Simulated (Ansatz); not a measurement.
Species: C₂H₃O (charge -1, singlet). It need not be the lowest isomer of its formula. Whether it binds its extra electron was not tested at this geometry. SMILES: [CH-]=CO
Structure (B3LYP-D3(BJ)/def2-TZVP (Ansatz, an electronic-structure program) minimum search):
```
C
C 1 1.3253
H 1 1.0978 2 131.68
H 2 1.1048 1 110.37 3 0.00
O 1 1.4311 3 106.38 2 180.00
H 5 0.9725 1 100.08 3 180.00
```
Charge -1, spin multiplicity 1.

Parts of the frozen-core correlation energy in STO-3G (Ansatz, hartree). Frozen orbitals: 3; correlated occupied orbitals by spin: 9 and 9; virtual: 6 and 6. Spin-orbit coupling is left out. No relativistic terms.

```
term                            value
-------------------------  ----------
reference (HF)             -150.08694
MP2 opposite-spin                 [?]
MP2 same-spin                -0.02134
CCSD correlation                  [?]
(T)                               [?]
FCI minus CCSD(T)            -0.00090
T1 diagnostic                   0.017
largest doubles amplitude       0.165
```

Q: Fill in the missing entries.

A: 
- MP2 opposite-spin, value: -0.11790
- CCSD correlation, value: -0.17783
- (T), value: -0.00282
